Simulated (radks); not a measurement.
Species: Sb XVII. Configuration: [Ar] 3d10 4s2 4p5 (the NIST ground configuration). All-electron calculation, Dirac Kohn-Sham, LDA (Slater exchange, Perdew-Wang correlation), spin-unpolarised, spherical densities, finite nucleus; open shells are shared between the two j in proportion to 2j + 1; Fermi nuclear charge, rms radius 4.6802 fm. Program: a radial shooting solver on a logarithmic mesh with Libxc functionals.

Spin-orbit splittings of the eigenvalues, e(l+1/2) - e(l-1/2), with zeta = 2 splitting/(2l+1) and mean radii in bohr:

\begin{tabular}{lrrrrr}
shell & occ. & splitting (eV) & zeta (eV) & <r> j=l-1/2 & <r> j=l+1/2 \\ \hline
2p & 6 & 251.7 & 167.8 & 0.1032 & 0.1087 \\
3p & 6 & 47.27 & 31.51 & 0.3185 & 0.3296 \\
3d & 10 & 9.946 & 3.978 & 0.2993 & 0.3027 \\
4p & 5 & 11.59 & 7.729 & 0.7398 & 0.7583 \\
4d & 0 & 2.231 & 0.8924 & 0.7889 & 0.7943 \\
5p & 0 & 4.408 & 2.938 & 1.366 & 1.391 \\
\end{tabular}
